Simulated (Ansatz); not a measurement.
Born–Oppenheimer molecular dynamics of C₂H₆BCl (10 atoms, charge 0, multiplicity 1). It starts from a relaxed structure.

The calculation used RKS r2SCANh-D4/STO-3G (Ansatz 0.2.0).

```
ensemble             : NVT, Langevin thermostat
time step            : 1 fs
steps asked          : 250
set temperature      : 700 K
friction             : 0.01 /fs
temperature schedule : 62 steps to 700 K, then 188 steps to 175 K
seed                 : 639586
```

First frame:

```xyz
10
Properties=species:S:1:pos:R:3
B 0.003 -0.062 -0.033
Cl 0.009 -0.268 1.748
C 1.377 0.105 -0.769
H 1.691 -0.882 -1.142
H 1.285 0.755 -1.647
H 2.179 0.478 -0.124
C -1.377 -0.058 -0.776
H -2.163 -0.602 -0.242
H -1.715 0.986 -0.872
H -1.289 -0.453 -1.794
```

Problem. How far do the bonds stretch over the last three quarters of this one trajectory? (Pairs bonded in most of those frames.)

Solution. 
```tsv
bond	mean (Å)	spread (Å)	shortest	longest
B1–Cl2	1.800	0.039	1.71	1.90
B1–C3	1.571	0.037	1.49	1.64
B1–C7	1.572	0.049	1.46	1.67
C3–H4	1.104	0.015	1.07	1.14
C3–H5	1.101	0.020	1.06	1.14
C3–H6	1.098	0.026	1.04	1.17
C7–H8	1.099	0.020	1.04	1.15
C7–H9	1.104	0.020	1.06	1.15
C7–H10	1.098	0.025	1.05	1.15
```

Mean temperature of the second half: 330 K. The schedule's set-point averaged 350 K over the second half and the system 330 K. A run of 0.25 ps of so small a system gives no equilibrium averages. Limits of this set-up: minimal basis.

Run time: 11 min on 1 thread of Arm Neoverse V1 (shared host), peak memory 0.1 GiB.
